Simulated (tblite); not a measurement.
Species: C5H7N2S (charge +1).
Atom-mapped SMILES: `[H]/[N:8]=[CH:7]\[c:6]1[n+:2]([CH3:1])[cH:3][s:4][cH:5]1` (hydrogens: H9, H10, H11 on C1; H12 on C3; H13 on C5; H14 on C7; H15 on N8)

A start from a force field or distance geometry was refined with GFN2-xTB geometry optimisation, gas phase in tblite. Values at the start:

```tsv
coordinate	start
C1–N2	1.496 Å
C1–H9	1.107 Å
N2–C3	1.330 Å
N2–C6	1.314 Å
C3–S4	1.892 Å
C3–H12	1.069 Å
S4–C5	1.801 Å
C5–C6	1.359 Å
C5–H13	1.084 Å
C6–C7	1.486 Å
C7=N8	1.290 Å
C7–H14	1.100 Å
N8–H15	1.062 Å
C1–N2–C3	119.4°
N2–C3–S4	107.3°
N2–C6–C5	117.1°
C3–N2–C6	118.2°
C3–S4–C5	87.8°
S4–C5–C6	109.6°
C5–C6–C7	120.8°
C6–C7–N8	120.4°
C5–C6–C7–N8	67°
```

**Question.** How do these coordinates change at the GFN2-xTB level?

**Answer.** 
| coordinate | GFN2-xTB (Å or °) | change |
| --- | --- | --- |
| C3–S4 | 1.687 | -0.205 |
| S4–C5 | 1.711 | -0.090 |
| N2–C6 | 1.376 | +0.062 |
| C1–N2 | 1.442 | -0.054 |
| N8–H15 | 1.016 | -0.046 |
| C7=N8 | 1.247 | -0.043 |
| C1–H9 | 1.091 | -0.016 |
| C7–H14 | 1.085 | -0.015 |
| C5–H13 | 1.073 | -0.011 |
| N2–C3 | 1.321 | -0.009 |
| C5–C6 | 1.366 | +0.007 |
| C3–H12 | 1.076 | +0.007 |
| C6–C7 | 1.480 | -0.006 |
| C6–C7–N8 | 127.9 | +7.5 |
| N2–C3–S4 | 113.9 | +6.6 |
| N2–C6–C5 | 111.4 | -5.7 |
| C5–C6–C7 | 126.4 | +5.6 |
| C3–N2–C6 | 113.1 | -5.1 |
| C1–N2–C3 | 123.0 | +3.6 |
| S4–C5–C6 | 112.1 | +2.5 |
| C3–S4–C5 | 89.6 | +1.8 |
| C5–C6–C7–N8 | 9 | -58 |

The energy falls by 94.7 kJ/mol over 113 L-BFGS steps, the largest force on an atom goes from 3.91 to 0.006 eV/Å, and the atoms move by 0.552 Å rms after alignment. The bond that changes most is C3–S4 (aromatic CH next to a ring nitrogen to ring sulfur), which shortens by 0.205 Å. Bonds longer at the end by more than 0.005 Å: 3 of 15; shorter: 11. Among the dihedrals that turn most is N2–C6–C7–N8, from -113° to -172°. Rotational constants go from 2800, 1476, 1013 to 2768, 1527, 990.9 MHz.

Its GFN2-xTB frequencies are all real (lowest 16 cm⁻¹).

One conformer stands for the species.

The numbers are calculated, not measured.
